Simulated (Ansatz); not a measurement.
```yaml
crystal:
  periodic: [false, false, false]
  atoms:
    - {symbol: C, position_ang: [-0.493397, 1.884400, -0.385911]}
    - {symbol: Al, position_ang: [0.023798, 0.036068, 0.018430]}
    - {symbol: C, position_ang: [1.503009, -0.250029, 1.274452]}
    - {symbol: In, position_ang: [-1.252770, -2.029092, -1.103720]}
    - {symbol: H, position_ang: [-1.041089, 1.997892, -1.324180]}
    - {symbol: H, position_ang: [-1.145386, 2.259249, 0.413181]}
    - {symbol: H, position_ang: [0.377874, 2.546530, -0.414342]}
    - {symbol: H, position_ang: [1.528873, -1.249359, 1.714524]}
    - {symbol: H, position_ang: [1.482364, 0.482601, 2.087727]}
    - {symbol: H, position_ang: [2.455029, -0.105430, 0.748428]}
    - {symbol: H, position_ang: [-0.770098, -2.782513, -2.599445]}
    - {symbol: H, position_ang: [-2.668189, -2.790328, -0.429144]}
basis:
  gaussian: {orbitals: def2-SVPD}
magnetization: {spin_polarized: false, initial_magnetization: 2}
hamiltonian: {xc: {name: LC-wPBE}}
```

```sh
$ ansatz run in.yaml --threads 4 --pin off --events-out ev --progress --plain --max-ram 10444MiB
```

Output, abridged:

```
Functional definition: LC-wPBE
1432 factors; their error is unknown
742 factors; integrals over basis functions are off by at most 1.9e-5 eV
mean field evaluation 1: about -13961.4141 eV, gradient 3.9e1 eV
mean field evaluation 2: about -13963.4965 eV, gradient 2.8e1 eV
mean field evaluation 4: about -13965.7323 eV, gradient 8.2e-1 eV
mean field evaluation 8: about -13965.6820 eV, gradient 1.8e-1 eV
mean field evaluation 16: about -13965.6821 eV, gradient 2.2e-4 eV
mean field -13965.68209766 eV, -513.2293508098 hartree, gradient 1.6e-5 eV, S^2 2.000000; 2 other end points of the search recorded, 0 dependent functions left out
reference -13965.68209768 eV, -513.2293508103 hartree; 28, 26 occupied and 132, 134 virtual orbitals, 1432 factors
Total energy: -13965.68209768 eV, -513.2293508103 hartree
```

Hardware: 4 threads of an AMD EPYC 9R45 on a shared host. Wall time 3.4 s, peak host memory 0.71 GiB.
